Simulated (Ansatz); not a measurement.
Reaction (redistribution): `BCBO` + `O=C(O[SiH3])[SiH2]F` → `BCB[SiH2]F` + `O=C(O)O[SiH3]`

Gas-phase electronic energies from Ansatz, PBE0-D4/def2-TZVP geometries. CCSD(T)/CBS adds triple-zeta CCSD(T) − MP2 to the extrapolated MP2 energy (def2 sets, frozen cores). Functionals use def2-TZVPP. B3LYP here is the variant with VWN-RPA as its local correlation; programs differ in this. One conformer a species, not always the lowest.

`BCBO`:

Z-matrix (Å, degrees):
```
C
B 1 1.579
B 1 1.544 2 107.4
H 1 1.099 2 103.3 3 -114.9
H 1 1.093 2 111.8 3 126.0
O 2 1.352 1 122.9 3 -108.9
H 2 1.197 1 121.4 3 70.7
H 3 1.198 1 121.2 2 105.8
H 3 1.197 1 120.3 2 -71.4
H 6 0.962 2 113.6 1 0.1
```

`O=C(O[SiH3])[SiH2]F`:

Cartesian coordinates in Å:
```
O -1.144 -1.038 0.120
C -0.177 -0.350 0.346
O 0.290 0.545 -0.526
Si -0.522 0.713 -2.012
Si 0.729 -0.539 2.016
F 1.980 0.444 2.109
H -0.466 -0.557 -2.769
H 0.260 1.767 -2.694
H -1.915 1.152 -1.785
H 1.200 -1.936 2.110
H -0.235 -0.201 3.085
```

`BCB[SiH2]F`:

Z-matrix (Å, degrees):
```
C
B 1 1.557
B 1 1.549 2 108.3
H 1 1.090 2 115.6 3 132.1
H 1 1.107 2 99.2 3 -108.9
Si 2 2.008 1 119.0 3 -127.5
H 2 1.198 1 118.6 3 52.9
H 3 1.197 1 121.1 2 112.9
H 3 1.196 1 119.6 2 -65.1
F 6 1.607 2 114.0 1 -179.6
H 6 1.491 2 109.8 1 59.9
H 6 1.491 2 110.1 1 -58.9
```

`O=C(O)O[SiH3]`:

Z-matrix (Å, degrees):
```
Si
O 1 1.693
H 1 1.479 2 102.7
H 1 1.479 2 110.1 3 -118.2
H 1 1.479 2 110.1 3 118.2
C 2 1.322 1 117.1 3 180.0
O 6 1.331 2 110.3 1 -180.0
O 6 1.204 2 124.8 1 0.0
H 7 0.965 6 106.4 2 180.0
```

```tsv
level	ΔE (kcal/mol)	difference from CCSD(T)/CBS
PBE-D4	33.2	-2.6
PBE0-D4	31.7	-4.1
B3LYP-D4	35.5	-0.3
ωB97X-V	32.9	-2.9
ωB97M-V	35.1	-0.7
B2PLYP	36.2	0.4
PBE	33.1	-2.7
r2SCAN	33.3	-2.5
PBE0	31.5	-4.3
SCS-MP2/def2-TZVPP	36.6	0.8
CCSD/def2-TZVPP	34.5	-1.3
CCSD(T)/def2-TZVPP	35.3	-0.5
MP2/def2-QZVPP	37.4	1.6
HF/CBS(def2)	31.8	-4.0
MP2/CBS(def2)	37.5	1.7
CCSD/CBS(def2)	35.0	-0.8
CCSD(T)/CBS	35.8	0
```

Largest T1 diagnostic among the species: 0.015.

From PBE to PBE0 (25 % exact exchange), in def2-TZVPP and without D4, ΔE moves by −1.5 kcal/mol. In def2-TZVPP, CCSD(T) changes the Hartree–Fock value by +3.8 kcal/mol (the triples alone add +0.8 kcal/mol) and MP2 by +5.5 kcal/mol.
